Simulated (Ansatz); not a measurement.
Relaxation of BH₄OSbTe (8 atoms, charge 0, multiplicity 1), to a largest force component of 0.015 eV/Å in at most 40 steps.

Method: RKS B3LYP-D4/def2-SVP in Ansatz 0.2.0.

```xyz
8
Properties=species:S:1:pos:R:3
B -0.442 1.321 -0.502
Sb 0.518 -0.589 -0.910
O 2.043 -0.088 0.275
Te -0.771 -1.792 1.189
H -0.965 1.968 -1.424
H -0.584 1.784 0.591
H 2.573 -0.943 0.456
H -2.280 -1.720 0.270
```

Problem. Where does it end, and by what steps?

Solution. The forces met the threshold. After 14 steps the energy has fallen by 1.124 eV; H5 moved furthest, 1.00 Å. Joined: B1–Te4 (3.56 → 2.41 Å).

```csv
step,energy less start (eV),largest force component (eV/Å),accepted
0,0.0000,1.977,yes
1,-0.2379,1.245,yes
2,-0.3849,0.990,yes
3,-0.5158,0.872,yes
4,-0.6336,0.602,yes
5,-0.7535,0.537,yes
6,-0.9348,0.411,yes
7,-1.0815,0.431,yes
8,-1.0173,0.941,no
9,-1.1137,0.202,yes
10,-1.1156,0.168,yes
11,-1.1161,0.167,yes
12,-1.1234,0.055,yes
13,-1.1235,0.020,yes
14,-1.1236,0.015,yes
```

```xyz
8
Properties=species:S:1:pos:R:3
B -0.620 0.999 -0.262
Sb 0.834 -0.550 -0.998
O 2.275 -0.137 0.343
Te -1.233 -0.955 1.012
H -1.533 1.263 -1.002
H -0.188 1.787 0.539
H 2.883 -0.887 0.406
H -2.326 -1.577 -0.095
```

The run took 43 s on 2 threads of Intel(R) Xeon(R) Platinum 8488C (Sapphire Rapids) (shared host), peak memory 0.27 GiB.
